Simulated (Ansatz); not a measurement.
Stepwise reaction of `ClB(Cl)Br` with hydrogen, as a gas-phase model of exchange steps in deposition or etching. ΔE in kJ/mol; ΔG adds harmonic PBE0-D4 terms to CCSD(T)/CBS, at 1 bar.

Program: Ansatz. Geometries: PBE0-D4/def2-TZVP. ΔE: electronic, gas phase. CCSD(T)/CBS is the MP2 limit (def2-TZVPP, def2-QZVPP) plus CCSD(T) − MP2 in def2-TZVPP, frozen cores. This one scheme is used for every species. Functionals use def2-TZVPP. B3LYP here is the variant with VWN-RPA as its local correlation; programs differ in this. For Br outer-core shells are correlated without core-valence functions, which leaves a few kJ/mol of doubt a bond. Scalar relativity is left out up to krypton.

| step | reaction | PBE-D4 | B3LYP-D4 | ωB97M-V | CCSD(T)/CBS | ΔG(500 K) |
| --- | --- | --- | --- | --- | --- | --- |
| 1 | `ClB(Cl)Br` + H₂ → `ClBBr` + HCl | 61.3 | 54.2 | 54.7 | 52.4 | 45.3 |

Give the row of step 2, `ClBBr` + H₂ → `BBr` + HCl. (Best estimate.)

Computed: 
| step | reaction | PBE-D4 | B3LYP-D4 | ωB97M-V | CCSD(T)/CBS | ΔG(500 K) |
| --- | --- | --- | --- | --- | --- | --- |
| 2 | `ClBBr` + H₂ → `BBr` + HCl | 78.9 | 70.6 | 70.7 | 68.9 | 67.4 |

By hand: ΔE of the 2 steps together at CCSD(T)/CBS.

(52.4) + (68.9) = 121.3 kJ/mol, or 60.7 kJ/mol a step.

In ΔE each step is higher than the one before. All are uphill at CCSD(T)/CBS. ΔG lies between 45.3 and 67.4 kJ/mol a step. PBE-D4 differs from CCSD(T)/CBS by 8.9 to 10.0 kJ/mol a step. Isolated molecules leave out the surface, adducts and barriers. Largest T1 diagnostic: 0.010.
